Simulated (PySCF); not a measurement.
## Computed properties of C3H8FNSi, SMILES C=C(F)C[SiH2]N

C3H8FNSi, SMILES C=C(F)C[SiH2]N. Geometry: B3LYP-D3(BJ)/def2-SVP. This is a generated structure with no PubChem entry under its InChIKey; it may be hypothetical. The values are those of a single conformer. All values are computed for the isolated molecule unless a solvent is named; none is compared with measurement here.

**Structure.** All 36 harmonic modes at B3LYP-D3(BJ)/def2-SVP (PySCF) are real, so it is a minimum. With heavy atoms numbered as in [CH2:1]=[C:2]([F:3])[CH2:4][SiH2:5][NH2:6], the shortest bond between them is C1–C2 at 1.332 Å and the longest C4–Si5 at 1.905 Å.

**Vibrations.** The strongest infrared lines (harmonic, unscaled, degenerate partners summed) lie at 944 cm⁻¹ (294 km/mol, H 77 %, Si 15 %), 438 cm⁻¹ (174 km/mol, H 80 %, N 17 %), 2167 cm⁻¹ (170 km/mol, H 97 %). The softest mode is at 35 cm⁻¹ and the zero-point energy is 66.2 kcal/mol.

**Electronic structure.** B3LYP/def2-TZVP (PySCF) places the frontier levels at -6.93 and -0.03 eV, a gap of 6.90 eV, and gives a dipole moment of 0.62 D and a mean polarisability of 71.2 bohr³. PBE/def2-TZVP (PySCF) at the same geometry gives -5.93 and -0.74 eV, so its gap is 1.71 eV narrower. An orbital gap is neither the optical nor the fundamental gap.

**Excitations.** TDDFT-ωB97X/def2-SVPD (PySCF) has S1 at 6.84 eV (181 nm, f = 0.048, weak); the most intense of the 10 singlets computed lies at 7.09 eV (f = 0.36). T1 (TDA) is at 4.42 eV. TDDFT-PBE/def2-SVPD (PySCF) puts S1 at 5.20 eV. No vertical singlet excitation falls in the visible range (under 3.1 eV).

**NMR.** GIAO shifts at PBE0/pcSseg-1 (PySCF) (non-relativistic, atoms alike by connectivity averaged): ¹³C from 24.4 to 179.1 ppm against TMS; ¹H from 0.6 to 5.1 ppm against TMS; ²⁹Si at -26.1 ppm against TMS; ¹⁹F at -93.4 ppm against CFCl3.

**Solvation.** SMD-B3LYP/def2-SVP (PySCF) gives 0.3 kcal/mol in water, -1.7 kcal/mol in n-hexane, -2.6 kcal/mol in 1-octanol (1 M in both phases, gas-phase geometry); of these solvents 1-octanol holds the molecule best.
